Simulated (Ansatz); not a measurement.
Born–Oppenheimer molecular dynamics of AlF₂H₃O (7 atoms, charge 0, multiplicity 1). It starts at the highest image of a converged band, a first-order saddle point between two minima.

These are results of RKS PBE-D4/def2-SVP (Ansatz), not measurements.

```json
{
  "ensemble": "NVE (velocity Verlet)",
  "time step": "0.5 fs",
  "steps asked": "200",
  "starting velocities drawn for": "300 K",
  "seed": "8987"
}
```

First frame:

```xyz
7
Properties=species:S:1:pos:R:3
Al 0.021 0.275 0.028
O -0.013 -0.015 1.848
H -0.807 -0.355 2.306
F 1.444 -0.138 -0.739
F -1.452 -0.037 -0.700
H 0.074 1.893 0.729
H -0.028 1.224 1.554
```

Problem. How far do the bonds stretch over the last three quarters of this one trajectory? (Pairs bonded in most of those frames.)

Solution. 
```json
{"bond": "Al1–O2", "mean (Å)": "1.704", "spread (Å)": "0.034", "shortest": "1.65", "longest": "1.76"}
{"bond": "Al1–F4", "mean (Å)": "1.663", "spread (Å)": "0.024", "shortest": "1.61", "longest": "1.70"}
{"bond": "Al1–F5", "mean (Å)": "1.668", "spread (Å)": "0.024", "shortest": "1.62", "longest": "1.71"}
{"bond": "O2–H3", "mean (Å)": "0.975", "spread (Å)": "0.036", "shortest": "0.92", "longest": "1.03"}
{"bond": "H6–H7", "mean (Å)": "0.775", "spread (Å)": "0.034", "shortest": "0.72", "longest": "0.83"}
```

Mean temperature of the second half: 597 K. The conserved energy stayed within 0.38 meV per atom of its start (net change -0.052 meV per atom), so the integration is sound. The kinetic energy rose, since the run started high on the potential surface and went downhill. It ends in pieces (AlF2HO + H2), so much of that is their flight and rotation, not heat. A run of 0.1 ps of so small a system gives no equilibrium averages. The orbitals stay closed-shell, which can raise the energy where a bond breaks towards radicals; this wasn't checked here.

Time of the run: 5.7 min on 1 thread of Arm Neoverse V1, on a shared host, peak memory 0.14 GiB.
